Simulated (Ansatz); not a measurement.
The inner images of a band of CH8Si2 + ClH (13 atoms, charge 0, multiplicity 1) are given out of order.

Level of theory: Ansatz 0.2.0, RKS revPBE-D4/6-31G*.

Image 0:

```xyz
13
Properties=species:S:1:pos:R:3
Si -1.043 -0.380 -0.363
Si 0.673 -1.515 0.782
H -1.834 -1.414 -1.118
H -1.963 0.244 0.649
C -0.347 0.931 -1.550
H 1.092 1.281 1.881
Cl 0.778 2.544 1.930
H 1.480 -0.568 1.642
H 0.145 -2.580 1.699
H 1.649 -2.146 -0.170
H 0.194 1.713 -0.993
H -1.167 1.414 -2.110
H 0.345 0.476 -2.279
```

Image 8:

```xyz
13
Properties=species:S:1:pos:R:3
Si -1.547 0.871 -0.078
Si 1.530 -1.648 1.104
H -1.457 -0.498 0.522
H -2.958 1.123 -0.519
C -0.329 1.094 -1.496
H 1.464 -0.187 1.430
Cl -1.117 2.246 1.443
H 2.883 -2.184 1.465
H 0.474 -2.386 1.870
H 1.301 -1.838 -0.367
H -0.408 2.108 -1.923
H -0.543 0.362 -2.297
H 0.707 0.938 -1.153
```

Q: Put them in order from the first end to the last, with their energies above the first end.
A.
```xyz
13
Properties=species:S:1:pos:R:3
Si -1.013 -0.304 -0.285
Si 0.675 -1.541 0.798
H -1.834 -1.344 -0.999
H -1.897 0.329 0.752
C -0.356 0.998 -1.515
H 1.029 1.140 1.650
Cl 0.852 2.427 1.756
H 1.585 -0.703 1.668
H 0.080 -2.590 1.693
H 1.564 -2.211 -0.212
H -0.348 1.995 -1.048
H -1.005 1.033 -2.406
H 0.669 0.771 -1.851
```
B.
```xyz
13
Properties=species:S:1:pos:R:3
Si -0.838 0.206 -0.020
Si 0.850 -1.474 1.037
H -1.219 -1.190 -0.496
H -1.952 0.597 0.885
C -0.355 1.160 -1.567
H 0.531 0.224 1.056
Cl 0.568 2.019 1.348
H 2.001 -1.246 1.968
H -0.187 -2.341 1.674
H 1.331 -2.012 -0.272
H -0.594 2.227 -1.439
H -0.871 0.744 -2.449
H 0.734 1.085 -1.723
```
C.
```xyz
13
Properties=species:S:1:pos:R:3
Si -1.467 0.849 -0.109
Si 1.536 -1.726 1.236
H -1.288 -0.572 0.325
H -2.924 1.115 -0.334
C -0.444 1.237 -1.642
H 1.498 -0.238 1.397
Cl -0.852 2.070 1.476
H 2.796 -2.266 1.844
H 0.349 -2.340 1.913
H 1.506 -2.068 -0.225
H -0.559 2.294 -1.934
H -0.775 0.606 -2.486
H 0.626 1.039 -1.460
```
D.
```xyz
13
Properties=species:S:1:pos:R:3
Si -1.102 0.696 -0.036
Si 1.212 -1.673 1.222
H -0.900 -0.794 0.004
H -2.520 0.890 0.375
C -0.481 1.292 -1.701
H 0.975 -0.214 1.184
Cl -0.078 1.942 1.328
H 2.377 -1.858 2.136
H -0.007 -2.379 1.740
H 1.503 -2.141 -0.174
H -0.642 2.375 -1.798
H -0.947 0.758 -2.545
H 0.609 1.106 -1.734
```
E.
```xyz
13
Properties=species:S:1:pos:R:3
Si -1.284 0.802 -0.099
Si 1.422 -1.752 1.299
H -0.992 -0.639 0.185
H -2.764 1.009 -0.037
C -0.524 1.326 -1.739
H 1.313 -0.263 1.335
Cl -0.457 1.971 1.430
H 2.588 -2.175 2.139
H 0.165 -2.371 1.831
H 1.628 -2.200 -0.118
H -0.696 2.399 -1.927
H -0.962 0.747 -2.571
H 0.564 1.147 -1.728
```
F.
```xyz
13
Properties=species:S:1:pos:R:3
Si -0.907 0.531 0.029
Si 1.019 -1.599 1.135
H -1.019 -0.972 -0.259
H -2.202 0.758 0.725
C -0.407 1.239 -1.630
H 0.681 -0.144 1.064
Cl 0.236 2.002 1.251
H 2.186 -1.550 2.059
H -0.141 -2.357 1.698
H 1.367 -2.069 -0.242
H -0.585 2.322 -1.615
H -0.912 0.757 -2.482
H 0.684 1.084 -1.733
```
G.
```xyz
13
Properties=species:S:1:pos:R:3
Si -0.899 -0.120 -0.146
Si 0.742 -1.497 0.904
H -1.596 -1.301 -0.751
H -1.843 0.506 0.838
C -0.348 1.083 -1.523
H 0.701 0.859 1.297
Cl 0.817 2.152 1.574
H 1.818 -0.997 1.832
H -0.082 -2.493 1.665
H 1.426 -2.166 -0.252
H -0.628 2.122 -1.284
H -0.848 0.792 -2.463
H 0.740 1.059 -1.691
```

A: A (+4.9 kJ/mol), G (+28.8 kJ/mol), B (+135.9 kJ/mol), F (+45.4 kJ/mol), D (-44.8 kJ/mol), E (-83.7 kJ/mol), C (-88.1 kJ/mol).

Run time: 3.2 min on 2 threads of Intel(R) Xeon(R) Platinum 8488C (Sapphire Rapids) (shared host), peak memory 0.16 GiB.
